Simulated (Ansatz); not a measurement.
Relaxed structures of BSiHF₂, singlet (PBE0-D4/def2-TZVP; forces vanish, vibrations not checked; lower isomers may exist, and structures with a doubtful reference or unclear bonds are left out; Å). Computed with Ansatz 0.2.0 (basis: def2-TZVPP); correlated methods freeze the cores.

Q: Rank them by CCSD(T) energy, lowest first, and give each one's height above the lowest. Links in brackets join atoms within 1.22 times the sum of their covalent radii (1.1 for two metals). (Judge from chemistry; the value comes from the calculation.)
A.
BSiHF₂ ([F][BH][Si][F])
```
5
angstrom
F -0.8764 -0.6938 1.9461
B 0.0518 0.2111 -0.5083
Si 0.6023 -0.7608 1.2762
F -0.1626 -0.4827 -1.6173
H -0.0547 1.4112 -0.6136
```
B.
BSiHF₂ ([F][B]([F])[SiH])
```
5
angstrom
F 0.5919 -1.5158 1.5497
B -0.3193 -0.5631 1.4151
Si -0.6585 0.3661 -0.3793
F -1.0302 -0.2790 2.4967
H 0.3752 1.4150 0.0197
```
C.
BSiHF₂ ([F][B][SiH][F])
```
5
angstrom
F -0.4060 -0.8923 2.1470
B -0.0217 -0.4408 1.0275
Si -0.3976 0.3966 -0.7306
F 0.2300 -0.5844 -1.8578
H 0.5954 1.5209 -0.5861
```

A: By the calculation: B (0.0 kJ/mol), A (35.8 kJ/mol), C (82.4 kJ/mol). Heights count from the lowest.

T1 diagnostic: at most 0.021. The restricted Hartree–Fock reference is unstable towards an unrestricted one at one or more of these structures.

For scale, one of the runs: CCSD(T)/def2-TZVPP, 149 basis functions, launched by `ansatz run in.yaml --threads 2 --pin off --events-out ev --progress --plain --max-ram 4352MiB`. The run took 27 s on 2 CPU threads of an Arm Neoverse V1 (shared host), with 0.97 GiB of host memory at its peak.
